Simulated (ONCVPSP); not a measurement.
PBE ONCV dataset for Al, scalar-relativistic all-electron reference.

ONCVPSP 4.0.1 input, shortened (lines: element, Z, core and valence counts, functional; n l f; lmax; l rc ep ncon nbas qcut; lloc lpopt rc5 dvloc0; l nproj debl; icmod fcfact rcfact), PBE, scalar-relativistic:

```
  Al 13.00    3    2        4      upf
    1    0    2.00
    2    0    2.00
    2    1    6.00
    3    0    2.00
    3    1    1.00
    2
    0    2.15    0.00    3    6    3.60
    1    2.80    0.00    4    7    2.40
    2    2.95    0.05    3    6    3.10
    4    5    1.70    0.00
    0    2    3.20
    1    1    1.90
    2    2    3.50
    1    0.35    0.00
```

- Cutoffs needed: 4.9 Ha and 7.1 Ha (the cutoffs (Ha) at which the residual kinetic energy of the hardest occupied pseudo-wave falls to 1 and 0.1 mHa per electron) The cutoffs count occupied waves only; projector 2 of the d channel, the hardest unoccupied one, needs 50 Ha at the loose tolerance.
- Ghost test: no bound ghost flagged; GHOST(+) flagged for d at 103.4 eV, s at 148.1 eV
- Largest excitation error: +9.2 meV (all-electron minus pseudo) for 3s1 3p0, out of 4 test configurations
- rms error of d²Exc/dni dnj: 1.77 mHa without and 0.52 mHa with the model core
